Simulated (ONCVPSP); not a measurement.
## Transferability test, ONCV potential for Mn (Z = 25)

ONCVPSP 4.0.1 input, shortened (lines: element, Z, core and valence counts, functional; n l f; lmax; l rc ep ncon nbas qcut; lloc lpopt rc5 dvloc0; l nproj debl; icmod fcfact rcfact), LDA (Perdew-Zunger), scalar-relativistic:

```
  Mn 25.00    3    4        3      upf
    1    0    2.00
    2    0    2.00
    2    1    6.00
    3    0    2.00
    3    1    6.00
    3    2    5.00
    4    0    2.00
    2
    0    1.70    0.00    4    8    5.30
    1    0.90    0.00    4    7   10.70
    2    1.80    0.00    4    9    8.50
    4    5    0.55    0.00
    0    2    1.30
    1    1    0.30
    2    2    0.70
    1    0.40    0.00
```

Energies are relative to the spin-unpolarised reference configuration 3s2 3p6 3d5 4s2; without spin polarisation the order of configurations can differ from experiment.

Problem. Give the all-electron excitation energy and the error of the potential for: 3s2 3p6 3d5 4s1; 3s2 3p6 3d5 4s0; 3s2 3p6 3d4 4s0; 3s2 3p5 3d5 4s2.

Solution.

```tsv
valence configuration	charge	ΔE all-electron (eV)	error AE − PS (meV)
3s2 3p6 3d5 4s1	+1	8.654	+0.7
3s2 3p6 3d5 4s0	+2	24.531	+3.9
3s2 3p6 3d4 4s0	+3	57.342	+62
3s2 3p5 3d5 4s2	+1	61.895	-163
```

Levels in the configuration 3s2 3p6 3d5 4s1:

```json
{"level": "3s", "all-electron (eV)": "-93.707", "pseudo (eV)": "-93.749"}
{"level": "3p", "all-electron (eV)": "-62.797", "pseudo (eV)": "-62.819"}
{"level": "3d", "all-electron (eV)": "-15.213", "pseudo (eV)": "-15.234"}
{"level": "4s", "all-electron (eV)": "-12.171", "pseudo (eV)": "-12.168"}
```

Note: no bound ghost flagged; GHOST(+) flagged for s at 73.4 eV.
